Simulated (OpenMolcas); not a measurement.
# CH5BO2 (SMILES COBO): methods side by side

The species is CH5BO2 (9 atoms), meant as a singlet with charge 0. SMILES: `COBO`. Geometry: relaxed at PBE0-D4/def2-TZVP. This is one conformer, not always the lowest.

```xyz
9

C     0.2818    0.8019   -1.0574
O    -0.1135    0.4548    0.2510
B    -0.1349   -0.8341    0.6716
O    -0.5246   -1.1185    1.9385
H     0.5681   -0.0798   -1.6376
H     1.1314    1.4864   -1.0062
H    -0.5448    1.3075   -1.5617
H     0.1839   -1.7384   -0.0476
H    -0.7589   -0.3263    2.4322
```

Each level gives the energy change with the C1–H7 bond stretched from 1.092 to 1.256 Å (eV). The values are calculated.

```tsv
level	kind	program	value (eV)	less CCSD(T)/cc-pVDZ	CPU time (all runs)
HF/cc-pVDZ (unrestricted)	Hartree–Fock	OpenMolcas	0.37	+0.09	14 s
SVWN5/cc-pVDZ (restricted)	LDA	OpenMolcas	0.24	-0.04	54 s
PBE/cc-pVDZ (restricted)	GGA	OpenMolcas	0.24	-0.04	73 s
revPBE/cc-pVDZ (restricted)	GGA	OpenMolcas	0.24	-0.04	72 s
M06-L/cc-pVDZ (restricted)	meta-GGA	OpenMolcas	0.31	+0.03	88 s
M06-2X/cc-pVDZ (restricted)	hybrid meta-GGA	OpenMolcas	0.31	+0.03	86 s
B2PLYP/cc-pVDZ (restricted)	double hybrid	OpenMolcas	0.30	+0.02	52 s
MP2/cc-pVDZ (restricted)	perturbation theory	OpenMolcas	0.30	+0.02	15 s
CCSD(T)/cc-pVDZ (restricted)	coupled cluster or CI	OpenMolcas	0.28	0.00	1.9 min
```

Differences are taken from CCSD(T)/cc-pVDZ (restricted) for orientation; it has basis-set and higher-order errors of its own. The first shape isn't each level's own minimum. The values span 0.24 to 0.37 eV. Times are those of the runs behind each value, whatever else they computed, on shared processors of several kinds: orders of magnitude only.
